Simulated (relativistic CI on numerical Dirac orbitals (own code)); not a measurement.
**Hyperfine structure of Tl XX, mass number 203**

Computed by Dirac-Coulomb-Breit CI, orbitals from a KLI potential per configuration, model QED, unscaled Slater integrals (own radial code, finite nucleus).

Configuration list (outside the closed core [Kr] 4d10): 4f14 5s2, 4f14 5s 5p, 4f13 5s2 5p, 4f14 5s 5d, 4f14 5s 5f, 4f14 5p 5d, 4f13 5s2 5d, 4f14 5s 5g, 4f14 5p2, 4f13 5p3, 4f13 5p2 5d, 4f14 5d2, 4f13 5p 5d2, 4f13 5d3, 4f14 5f2, 4f13 5p 5f2, 4f13 5d 5f2. Double excitations out of closed p, d and f shells are left out; levels of such configurations are missing from the list, as are those of other unlisted configurations, and high levels can miss mixing partners.

Nuclear spin I = 1/2, μ = 1.616 μN (tables of Stone and Pyykkö). The electronic factors are computed for point nuclear moments, without core polarisation or the Bohr-Weisskopf and QED corrections.

| Level | E (eV) | A (GHz) |
| --- | --- | --- |
| 4f14 5s 5p 3P°_1 | 42.9277 | 1089 |
| 4f13 5s2 5p 3D_3 | 65.3438 | -58.29 |
| 4f14 5s 5p 3P°_2 | 68.1918 | 474.9 |
| 4f13 5s2 5p 3G_3 | 69.9640 | 103.1 |
| 4f14 5s 5p 1P°_1 | 77.0810 | -324.2 |
| 4f13 5s2 5p 3G_5 | 93.5975 | 21.3 |
| 4f13 5s2 5p 3D_2 | 94.0254 | -11.71 |
| 4f13 5s2 5p 3F_4 | 95.9967 | 16.85 |

Levels with J = 0, under 50 % of one LS term, or S terms without an open s electron are left out. Small factors come from cancelling terms and can be off by tens of per cent or more.

At this charge transitions that keep the count of f electrons are usually good to a few per cent. Levels that differ in their count of f electrons can be misplaced by several ten thousand cm⁻¹, since the correlation energy of f electrons is missing or only estimated; rates across such gaps can be off by orders of magnitude.

**Question.** Give the hyperfine levels of 4f14 5s 5p 3P°_1 relative to its centre of gravity.

**Answer.** With K = F(F + 1) − I(I + 1) − J(J + 1), E = AK/2: F = 1/2: -1089, F = 3/2: 544.4 GHz.

LS names give the leading component of a level, which can be under half, so a name can repeat, a term be missing and a line seem to break the LS rules.
